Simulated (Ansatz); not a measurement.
Consider the adduct formation: `CC#N` + `[OH][Au]` → `CC#[N+][Au-][OH]`.

Calculated with Ansatz (gas phase, PBE0-D4/def2-TZVP geometries, no zero-point term in ΔE). CBS: MP2 limit from def2 TZ/QZ plus the TZ coupled-cluster correction, frozen cores. This one scheme is used for every species. Functionals use def2-TZVPP. B3LYP here is the variant with VWN-RPA as its local correlation; programs differ in this. Elements past krypton have def2 core potentials. For Au outer-core shells are correlated without core-valence functions, which leaves a few kJ/mol of doubt a bond. Each species was taken in one conformer, which may not be the lowest.

`CC#N`:

Cartesian coordinates in Å:
```
C 0.241 -0.109 0.409
C -0.477 0.216 -0.807
N -1.046 0.473 -1.772
H -0.460 -0.403 1.191
H 0.933 -0.933 0.227
H 0.809 0.757 0.752
```

`[OH][Au]`:

Z-matrix (Å, degrees):
```
O
Au 1 1.952
H 1 0.965 2 104.8
```

`CC#[N+][Au-][OH]`:

```xyz
9

C     1.690   -0.281    1.545
C     0.660   -0.140    0.544
N    -0.157   -0.028   -0.251
Au   -1.556    0.176   -1.591
O    -2.900    0.323   -2.981
H     2.656    0.016    1.130
H     1.461    0.354    2.402
H     1.748   -1.319    1.876
H    -3.603    0.900   -2.673
```

| level | ΔE (kJ/mol) |
| --- | --- |
| PBE0-D4 | -187.1 |
| ωB97X-V | -176.8 |
| PBE-QIDH | -192.9 |
| PBE | -185.1 |
| B3LYP | -163.4 |
| r2SCANh | -191.1 |
| MP2/def2-QZVPP | -217.7 |
| HF/CBS(def2) | -117.1 |

(1) What does CCSD(T)/CBS give? (Best estimate.)

Largest T1 diagnostic among the species: 0.030, so the coupled-cluster value is less sure than usual.

Results:

(1) Computed: -188.9 kJ/mol. The listed levels differ from it by 1.8, 12.1, -4.0, 3.8, 25.5, -2.2, -28.8, 71.8 kJ/mol.

From PBE to PBE0 (25 % exact exchange), in def2-TZVPP and without D4, ΔE moves by +3.8 kJ/mol. At CCSD(T), def2-SVP lies +27.9 kJ/mol from the extrapolated value and def2-TZVPP +7.7 kJ/mol. In def2-TZVPP, CCSD(T) changes the Hartree–Fock value by −63.0 kJ/mol (the triples alone add −8.0 kJ/mol) and MP2 by −95.4 kJ/mol.
